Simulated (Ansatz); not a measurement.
```yaml
crystal:
  periodic: [false, false, false]
  atoms:
    - {symbol: C, position_ang: [-2.667229, 0.561788, 1.255866]}
    - {symbol: B, position_ang: [0.024274, 0.914201, -0.934621]}
    - {symbol: N, position_ang: [2.525638, -1.528659, -0.183717]}
    - {symbol: Cl, position_ang: [-0.903735, 0.114470, -4.822814]}
    - {symbol: Cl, position_ang: [2.029430, 4.439623, -0.522941]}
    - {symbol: H, position_ang: [-4.345449, 2.203587, 0.749192]}
    - {symbol: H, position_ang: [-2.024869, 0.900148, 3.553577]}
    - {symbol: H, position_ang: [-3.719126, -1.598189, 1.069854]}
    - {symbol: H, position_ang: [4.237774, -1.278964, -1.603064]}
    - {symbol: H, position_ang: [3.285704, -1.258796, 1.903040]}
    - {symbol: H, position_ang: [1.701248, -3.595050, -0.419271]}
basis:
  gaussian: {orbitals: "6-31++G**"}
hamiltonian: {xc: {name: LC-wPBE}}
```

```sh
$ ansatz run in.yaml --threads 4 --pin off --events-out ev --progress --plain --max-ram 10444MiB
```

Shortened log:

```
Functional definition: LC-wPBE
1431 factors; their error is unknown
500 factors; integrals over basis functions are off by at most 6.0e-5 eV
mean field evaluation 1: about -28274.1253 eV, gradient 6.7e1 eV
mean field evaluation 2: about -27731.5969 eV, gradient 2.4e2 eV
mean field evaluation 4: about -28272.9452 eV, gradient 7.0e1 eV
mean field evaluation 8: about -28288.7320 eV, gradient 1.0e1 eV
mean field evaluation 16: about -28290.1466 eV, gradient 2.7e-3 eV
mean field -28290.14659602 eV, -1039.6437116538 hartree, gradient 9.0e-6 eV, S^2 0.000000; 6 other end points of the search recorded, 0 dependent functions left out
reference -28290.14659604 eV, -1039.6437116545 hartree; 29, 29 occupied and 110, 110 virtual orbitals, 1431 factors
Total energy: -28290.14659604 eV, -1039.6437116545 hartree
```

Task: Something in this input is off. What?

Result: The geometry is stretched to more than twice its size. Self-consistency was reached. The result belongs to that input, not to the molecule as meant.
